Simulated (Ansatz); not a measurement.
Consider the cleavage of the Al–B bond: `C[B]([AlH2])[GeH3]` + H₂Se → `[AlH2][SeH]` + `C[BH][GeH3]`.

Isolated molecules relaxed with PBE0-D4/def2-TZVP in Ansatz; ΔE leaves out vibrations. CCSD(T)/CBS adds triple-zeta CCSD(T) − MP2 to the extrapolated MP2 energy (def2 sets, frozen cores). Functionals use def2-TZVPP. B3LYP here is the variant with VWN-RPA as its local correlation; programs differ in this. For Ge, Se outer-core shells are correlated without core-valence functions, which leaves a few kJ/mol of doubt a bond. Scalar relativity is left out up to krypton.

| level | ΔE (kJ/mol) | difference from CCSD(T)/CBS |
| --- | --- | --- |
| B3LYP-D4 | -151.2 | 4.2 |
| ωB97X-V | -152.6 | 2.8 |
| PBE | -145.2 | 10.2 |
| r2SCAN | -155.2 | 0.2 |
| B3LYP | -155.2 | 0.2 |
| SCS-MP2/def2-TZVPP | -160.3 | -4.9 |
| CCSD/def2-TZVPP | -154.0 | 1.4 |
| CCSD(T)/def2-TZVPP | -152.4 | 3.0 |
| HF/def2-QZVPP | -169.0 | -13.6 |
| MP2/def2-QZVPP | -163.9 | -8.5 |
| CCSD(T)/CBS | -155.4 | 0 |

Largest T1 diagnostic among the species: 0.012.

The D4 term adds +4.1 kJ/mol with B3LYP and +2.5 kJ/mol with PBE0; it sums over pairs of atoms, weighted by their polarisabilities, and B3LYP, whose exchange is more repulsive, gets the larger term. From PBE to PBE0 (25 % exact exchange), in def2-TZVPP and without D4, ΔE moves by −6.3 kJ/mol.
